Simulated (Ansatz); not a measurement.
A nudged elastic band was laid between two geometries of Cl$_{3}$GeH (5 atoms, charge 0, multiplicity 1).

Method: RKS PBE0-D4/def2-SVP in Ansatz 0.2.0.

```json
{
 "movable images": "9",
 "climbing image": "yes",
 "spring": "5.0 eV/Å²",
 "optimiser": "quadratic models (default)",
 "start path": "through a guess of the saddle point",
 "force threshold": "0.05 eV/Å",
 "iteration limit": "39",
 "end points": "relaxed"
}
```

Image 0:

```xyz
5
Properties=species:S:1:pos:R:3
Ge 0.177 0.000 0.286
H -0.066 0.000 1.792
Cl 2.270 0.000 -0.138
Cl -0.690 1.732 -0.616
Cl -0.690 -1.732 -0.616
```

Image 10:

```xyz
5
Properties=species:S:1:pos:R:3
Ge -1.040 0.000 0.170
H 1.729 0.000 2.132
Cl 1.906 0.000 0.855
Cl -0.798 1.685 -1.225
Cl -0.798 -1.685 -1.224
```

(1) What changes between the two ends?

(2) What energy profile does the band end with?

(3) What is the geometry of the highest image?

(4) What are the harmonic wavenumbers there?

The band took 9 iterations and about 9 core-minutes.

Results:

(1) Bonds broken: Ge1–H2, Ge1–Cl3. Bonds formed: H2–Cl3. Cl3GeH becomes Cl2Ge + ClH.

(2) The forces met the threshold. The highest image is number 4 of 0 to 10, 50.0 kcal/mol above the first end and 25.6 kcal/mol above the last; the last end lies 24.4 kcal/mol above the first. A vibrational analysis at the climbing image gives one clearly imaginary mode, 1060i cm⁻¹: a first-order saddle point. The orbitals stay closed-shell, which can raise the energy where a bond breaks towards radicals; this wasn't checked here.

```json
{"image": "0", "path coordinate (Å)": "0.00", "energy (kcal/mol)": "0.0", "Ge1–H2 (Å)": "1.53", "Ge1–Cl3 (Å)": "2.14", "H2–Cl3 (Å)": "3.03"}
{"image": "1", "path coordinate (Å)": "0.33", "energy (kcal/mol)": "3.5", "Ge1–H2 (Å)": "1.52", "Ge1–Cl3 (Å)": "2.14", "H2–Cl3 (Å)": "2.74"}
{"image": "2", "path coordinate (Å)": "0.65", "energy (kcal/mol)": "16.4", "Ge1–H2 (Å)": "1.51", "Ge1–Cl3 (Å)": "2.18", "H2–Cl3 (Å)": "2.38"}
{"image": "3", "path coordinate (Å)": "0.98", "energy (kcal/mol)": "37.9", "Ge1–H2 (Å)": "1.53", "Ge1–Cl3 (Å)": "2.31", "H2–Cl3 (Å)": "2.04"}
{"image": "4", "path coordinate (Å)": "1.31", "energy (kcal/mol)": "50.0", "Ge1–H2 (Å)": "1.63", "Ge1–Cl3 (Å)": "2.48", "H2–Cl3 (Å)": "1.73"}
{"image": "5", "path coordinate (Å)": "1.58", "energy (kcal/mol)": "42.0", "Ge1–H2 (Å)": "1.81", "Ge1–Cl3 (Å)": "2.62", "H2–Cl3 (Å)": "1.46"}
{"image": "6", "path coordinate (Å)": "1.86", "energy (kcal/mol)": "31.8", "Ge1–H2 (Å)": "2.11", "Ge1–Cl3 (Å)": "2.83", "H2–Cl3 (Å)": "1.32"}
{"image": "7", "path coordinate (Å)": "2.13", "energy (kcal/mol)": "28.1", "Ge1–H2 (Å)": "2.45", "Ge1–Cl3 (Å)": "2.99", "H2–Cl3 (Å)": "1.29"}
{"image": "8", "path coordinate (Å)": "2.40", "energy (kcal/mol)": "26.1", "Ge1–H2 (Å)": "2.76", "Ge1–Cl3 (Å)": "3.01", "H2–Cl3 (Å)": "1.29"}
{"image": "9", "path coordinate (Å)": "2.68", "energy (kcal/mol)": "24.8", "Ge1–H2 (Å)": "3.07", "Ge1–Cl3 (Å)": "2.99", "H2–Cl3 (Å)": "1.29"}
{"image": "10", "path coordinate (Å)": "2.95", "energy (kcal/mol)": "24.4", "Ge1–H2 (Å)": "3.39", "Ge1–Cl3 (Å)": "3.02", "H2–Cl3 (Å)": "1.29"}
```

(3) 
```xyz
5
Properties=species:S:1:pos:R:3:forces:R:3
Ge -0.331 0.000 0.382 0.02 0.00 0.02
H 0.830 0.000 1.522 0.01 0.00 -0.01
Cl 2.150 0.000 0.409 -0.01 0.00 0.01
Cl -0.825 1.723 -0.802 -0.01 0.01 -0.01
Cl -0.825 -1.723 -0.802 -0.01 -0.01 -0.01
```

(4) 1060i, 98, 117, 158, 332, 434, 441, 576, 1723 cm⁻¹.

Time of the run: 5.4 min on 2 threads of Intel(R) Xeon(R) Platinum 8259CL CPU @ 2.50GHz (Skylake/Cascade Lake), with other jobs on the host, peak memory 0.23 GiB.
